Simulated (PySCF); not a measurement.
InH2(SiH3).
Cartesian coordinates in Å at the PBE0-D3(BJ)/def2-SVP level; atoms count from 1:
```xyz
7
H5InSi angstrom
In     0.7246    1.2661    0.0127
H      2.4613    1.2962    0.0428
H     -0.1287    2.7784   -0.0409
Si    -0.5614   -0.9807    0.0126
H     -1.9118   -0.8599    0.6477
H      0.1871   -2.0635    0.7257
H     -0.7710   -1.4366   -1.4006
```

Computed with PBE0-D3(BJ)/def2-SVP geometry optimisation, gas phase, def2 core potentials past Kr (PySCF 2.14.0).

**Question.** Which atoms are bound to In1, and at what distances?

**Answer.** 3 atoms: H2 1.737 Å, H3 1.737 Å, Si4 2.589 Å. The nearest atom not counted as bound is H7, at 3.40 Å.

**Question.** List the angles at In1.

**Answer.** 
```csv
angle,degrees,distance of the outer atoms (Å)
H2–In1–Si4,120.8,3.78
H3–In1–Si4,120.8,3.78
H2–In1–H3,118.5,2.99
```

**Question.** What is the shape at In1?

**Answer.** Planar: angles 120.8°, 120.8° and 118.5°, sum 360.0°, 0.01 Å off the plane of its three neighbours.

**Question.** What are the other bond lengths?

**Answer.** Si4–H5, Si4–H6, Si4–H7 1.498 Å.

**Question.** What are the rotational constants (commonest isotopes, rigid rotor)?

**Answer.** A = 48707, B = 2834, C = 2764 MHz: a near-prolate asymmetric top.

Point group: Cs (every atom within 0.08 Å of its image). Charge 0, singlet. PBE0-D3(BJ)/def2-SVP frequencies: not computed here.

On one thread, Arm Neoverse V1, no GPU (shared host), this took 9.0 s of wall time. That covers the optimisation of the geometry.
